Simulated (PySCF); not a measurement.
B(H)(SH)2 (BH3S2), SMILES SBS. Atoms are numbered in the order given.

```xyz
6

B      0.0000     0.0000     0.7013
H      0.0000     0.0000     1.8966
S      0.0000     1.5435    -0.2225
H      0.0000     2.3574     0.8579
S      0.0000    -1.5435    -0.2225
H      0.0000    -2.3574     0.8579
```

Geometry optimised at PBE-D3(BJ)/def2-TZVP. The values are those of a single conformer.

Method: B3LYP/pcJ-1 in PySCF.

Isotropic couplings with Fermi-contact, spin-dipole and both spin-orbit terms, one fixed conformer, no vibrational averaging. Isotopes: 11B, 1H.

Computed spin–spin coupling constants:
```json
[
 {"pair": "B1–H2", "bonds apart": "1", "J (Hz)": "173.8"},
 {"pair": "B1–H4", "bonds apart": "2", "J (Hz)": "-5.4"},
 {"pair": "B1–H6", "bonds apart": "2", "J (Hz)": "-5.4"},
 {"pair": "H2–H4", "bonds apart": "3", "J (Hz)": "12.8"},
 {"pair": "H2–H6", "bonds apart": "3", "J (Hz)": "12.8"},
 {"pair": "H4–H6", "bonds apart": "4", "J (Hz)": "2.1"}
]
```
